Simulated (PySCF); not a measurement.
## WN: from constants to spectrum

PBE0 constants of WN, ⁴Σ⁻ (quartet), unpaired electrons σ ↑, δ ↑↑ (basis W cc-pVDZ-PP with ECP60, N cc-pVDZ; scalar-relativistic core potentials; PySCF 2.14; masses 183.9509 and 14.0031 u):

```
ωe              : 1128.2 cm⁻¹
ωexe            : 6.28 cm⁻¹
Be              : 0.47611 cm⁻¹
αe              : 0.00262 cm⁻¹
D (centrifugal) : 3.39e-07 cm⁻¹
```

**Question.** Give the vibrational terms G(v) and spacings up to v = 3.

**Answer.** G(v) = ωe(v+½) − ωexe(v+½)².

```tsv
v	G(v) (cm⁻¹)	G(v) − G(v−1)	Bv (cm⁻¹)
0	563		0.4748
1	1678	1116	0.4722
2	2781	1103	0.4696
3	3872	1091	0.4669
```

De is left out where the level can put another filling of the metal’s s and d shells below the measured ground configuration, by anything from nothing to about 1 eV. Spin–orbit coupling is left out, which matters for elements this heavy, above all for dissociation energies. With d or f electrons several states lie close, and the lowest PBE0 determinant need not be the measured ground state.
